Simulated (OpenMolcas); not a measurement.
An atom or ion with 15 electrons was computed by SS-CASPT2, IPEA 0.25 Eh, imaginary shift 0.1 Eh with spin-orbit coupling (OpenMolcas, ANO-RCC-VQZP, DKH2). The lowest levels that the run gave, each within 12 % of the measured value where one is at hand:

```
  J  Parity  E (cm⁻¹)      g
3/2     odd       0.0  2.002
3/2     odd     18800  0.802
5/2     odd     18860  1.200
1/2     odd     30440  0.666
3/2     odd     30500  1.332
5/2    even    102020  1.601
3/2    even    102570  1.735
1/2    even    102890  2.670
3/2    even    131390  0.800
5/2    even    131470  1.201
```

Which ion is it, and what are the configurations and terms?

Cl²⁺ (Z = 17, charge +2; active space 5 electrons in 8 orbitals (3s 3p 4s 4p)). J, parity and g give the terms where levels are pure, and mixed ones are named by the computed weights; the size of the splittings, set against known spectra of the 15-electron sequence, gives the charge. In order, with the measured energies in cm⁻¹ (Moore, Atomic Energy Levels, vol. I, NSRDS-NBS 35 (1971 reprint of NBS Circular 467, 1949)): 3s² 3p³ ⁴S°_3/2, 3s² 3p³ ²D°_3/2 (18053), 3s² 3p³ ²D°_5/2 (18120), 3s² 3p³ ²P°_1/2 (29812), 3s² 3p³ ²P°_3/2 (29907), 3s 3p⁴ ⁴P_5/2 (98520), 3s 3p⁴ ⁴P_3/2 (99130), 3s 3p⁴ ⁴P_1/2 (99475), 3s 3p⁴ ²D_3/2, 3s 3p⁴ ²D_5/2.

Term energies are means over components that CASPT2 splits; among the terms shown or strongly mixed into the levels shown the widest spread is 1600 cm-1 (3s 3p⁴ ²D). Over all roots computed the reference weight is 0.85 to 0.96; the roots of lowest weight are the least certain, and an intruder state may touch them. Active for correlation alone: 4p 4s; no level in the range computed is led by a configuration that fills them, so any true level of that kind is missing. Terms of s pⁿ other than that of highest spin mix with s² pⁿ⁻² d, which this space lacks; all of them can be thousands of cm-1 off, and some have no real level of that name. Measured partners are found by configuration, term and J. A level has none where our copy of the source lacks it or the pairing is in doubt (some pairs that miss far off the trend of their configuration count as doubtful), and it then counts in no deviation. Levels of configurations outside the active space are missing.

° marks odd parity.
